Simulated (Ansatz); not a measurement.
Saddle point of BH₅OF₂, closed shell (BH₃O ([BH2][OH]) + HF + HF → BH₂F ([BH2][F]) + H₂O + HF (still joined by a long B–O bond); bonds formed: B1–F6, O2–H7, H5–F8; bonds broken: H5–F6, H7–F8; bonds weakened to dative contacts: B1–O2), PBE0-D4/def2-TZVP structure:

B1  (0.012, -0.947, -0.193)
O2  (-0.055, 0.257, -1.026)
H3  (-1.071, -1.401, 0.022)
H4  (0.950, -1.653, -0.415)
H5  (-0.034, 0.657, 1.267)
F6  (0.397, -0.281, 1.317)
H7  (-0.418, 1.206, -0.226)
F8  (-0.565, 1.711, 0.709)
H9  (0.782, 0.452, -1.454)
(Å)

Energies are electronic, without zero-point energy. Barriers and step energies count from the start structure reached by relaxing down the imaginary mode; all methods use the PBE0-D4 structures, on which another method's saddle can fall below an end. Program: Ansatz 0.2.0. Basis: def2-TZVPP, with def2-QZVPP for the basis limit. Cores are frozen in the correlated methods. B3LYP uses VWN-RPA correlation. Extrapolation: Hartree–Fock as exp(−7.88 √X), correlation as X^−2.97.

| method | barrier (kcal/mol) | step energy (kcal/mol) |
| --- | --- | --- |
| SPW92 | -9.41 | -14.31 |
| PBE-D4 | 1.08 | -8.34 |
| BLYP-D4 | ? | -5.71 |
| r2SCAN-D4 | 1.57 | -9.17 |
| B97M-V | 6.70 | -8.60 |
| PBE0-D4 | 3.00 | -8.80 |
| B3LYP-D4 | 5.88 | -6.57 |
| r2SCAN0-D4 | 3.16 | -9.28 |
| BHLYP-D4 | 8.20 | -7.06 |
| CAM-B3LYP-D4 | 4.12 | -8.08 |
| wB97X-V | 4.81 | -8.13 |
| wB97M-V | 4.82 | -8.30 |
| B2PLYP | 6.06 | -6.90 |
| PBE-QIDH | ? | -8.94 |
| RPA on PBE | 5.00 | -7.69 |
| HF | 18.16 | -3.26 |
| MP2 | ? | -7.69 |
| CCSD | 7.69 | -7.24 |
| CCSD(T) | 5.79 | -7.77 |

Problem. Fill in the withheld barriers. (Judge from chemistry; the value comes from the calculation.)

Solution. Computed: BLYP-D4 5.10; PBE-QIDH 4.18; MP2 4.94 kcal/mol. Each is the energy of the saddle less that of the start structure, by the same method.

For comparison, the barrier by CCSD(T) at an estimated basis limit (MP2 extrapolated from triple and quadruple zeta, plus CCSD(T) − MP2 in triple zeta) is 7.19 kcal/mol.

The T1 diagnostic stays at or below 0.012.

Steps of this kind, hydrogen fluoride cutting a network bond, underlie vapour etching and the fluorination step of atomic layer etching.

Labels in which every atom is bracketed show which atoms are joined, not bond orders.

For scale, one of the runs: CCSD(T)/def2-TZVPP, 194 basis functions (an equivalent command: `ansatz run in.yaml --threads 4`). Time: 45 s of wall clock on 4 CPU threads; the host was shared. Peak host memory: 2.5 GiB.
